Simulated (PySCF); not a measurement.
## input.py for CaBr

File input.py (PySCF 2.14):

```python
from pyscf import gto, scf

mol = gto.M(
    atom='Ca 0 0 0; Br 0 0 2.893',
    basis='def2-svp',
    charge=0,
    spin=1,
    verbose=4,
)
mf = scf.UHF(mol)
mf.kernel()
mf.stability(internal=True, external=True)
mf.dip_moment()
print('orbital energies (hartree):', [e[max(0, n-3):n+3].round(4) for e, n in zip(mf.mo_energy, mol.nelec)])
```

```bash
$ OMP_NUM_THREADS=1 python input.py
```

It prints (some set-up lines and the per-cycle HOMO/LUMO lines with their warnings removed):

```
PySCF version 2.14.0

[INPUT] verbose = 4
[INPUT] num. atoms = 2
[INPUT] num. electrons = 55
[INPUT] charge = 0
[INPUT] spin (= nelec alpha-beta = 2S) = 1
[INPUT] symmetry False subgroup None
[INPUT] Mole.unit = angstrom
[INPUT] Symbol           X                Y                Z      unit          X                Y                Z       unit  Magmom
[INPUT]  1 Ca     0.000000000000   0.000000000000   0.000000000000 AA    0.000000000000   0.000000000000   0.000000000000 Bohr   0.0
[INPUT]  2 Br     0.000000000000   0.000000000000   2.893000000000 AA    0.000000000000   0.000000000000   5.466977678367 Bohr   0.0

nuclear repulsion = 128.041495901832
number of shells = 22
number of NR pGTOs = 135
number of NR cGTOs = 56
basis = def2-svp
ecp = {}

******** <class 'pyscf.scf.uhf.UHF'> ********
method = UHF
initial guess = minao
damping factor = 0
level_shift factor = 0
DIIS = <class 'pyscf.scf.diis.CDIIS'>
diis_start_cycle = 1
diis_space = 8
diis_damp = 0
SCF conv_tol = 1e-09
SCF conv_tol_grad = None
SCF max_cycles = 50
direct_scf = True
direct_scf_tol = 1e-13
number electrons alpha = 28  beta = 27
Set gradient conv threshold to 3.16228e-05
init E= -3247.60747920784

cycle= 1 E= -3248.819767654  delta_E= -1.21  |g|= 0.174  |ddm|= 1.31
cycle= 2 E= -3248.85184275538  delta_E= -0.0321  |g|= 0.0957  |ddm|= 0.551
cycle= 3 E= -3248.85620408582  delta_E= -0.00436  |g|= 0.0214  |ddm|= 0.14
cycle= 4 E= -3248.85736052539  delta_E= -0.00116  |g|= 0.00981  |ddm|= 0.0929
cycle= 5 E= -3248.85786005929  delta_E= -0.0005  |g|= 0.00392  |ddm|= 0.0821
cycle= 6 E= -3248.85796229966  delta_E= -0.000102  |g|= 0.00191  |ddm|= 0.0326
cycle= 7 E= -3248.85799083237  delta_E= -2.85e-05  |g|= 0.000691  |ddm|= 0.0203
cycle= 8 E= -3248.85799361659  delta_E= -2.78e-06  |g|= 0.000282  |ddm|= 0.00569
cycle= 9 E= -3248.85799406722  delta_E= -4.51e-07  |g|= 9.11e-05  |ddm|= 0.00274
cycle= 10 E= -3248.85799410079  delta_E= -3.36e-08  |g|= 3.09e-05  |ddm|= 0.000674
cycle= 11 E= -3248.85799410494  delta_E= -4.15e-09  |g|= 9.31e-06  |ddm|= 0.000246
cycle= 12 E= -3248.85799410516  delta_E= -2.19e-10  |g|= 4.22e-06  |ddm|= 5.4e-05
Extra cycle  E= -3248.85799410518  delta_E= -1.96e-11  |g|= 2.32e-06  |ddm|= 1.24e-05
converged SCF energy = -3248.85799410518  <S^2> = 0.75057999  2S+1 = 2.0005799
uhf_internal: lowest eigs of H = [0.15399184 0.15402478 0.17278418]
<class 'pyscf.scf.uhf.UHF'> wavefunction is stable in the internal stability analysis
uhf_real2complex: lowest eigs of H = [0.08682136 0.08689109 0.0912116 ]
<class 'pyscf.scf.uhf.UHF'> wavefunction is stable in the real -> complex stability analysis
uhf_external: lowest eigs of H = [9.51692145e-07 8.65695162e-02 9.05255287e-02]
<class 'pyscf.scf.uhf.UHF'> wavefunction is stable in the UHF/UKS -> GHF/GKS stability analysis
Dipole moment(X, Y, Z, Debye): -0.00000, -0.00000, -6.13138
orbital energies (hartree): [array([-0.3504, -0.3504, -0.2316,  0.0447,  0.0447,  0.0582]), array([-0.3733, -0.3503, -0.3503, -0.0078,  0.097 ,  0.1002])]
```

In short: E(SCF) = -3248.857994 Eh, 12 cycles, ⟨S²⟩ = 0.751, μz(SCF) = -6.13 D, internal stable; real -> complex stable; UHF/UKS -> GHF/GKS stable.

Run time: 2.8 s on 1 thread of Arm Neoverse V1 (shared host).

The bond length is a typed value, not an optimised one. No search for the lowest solution was made.
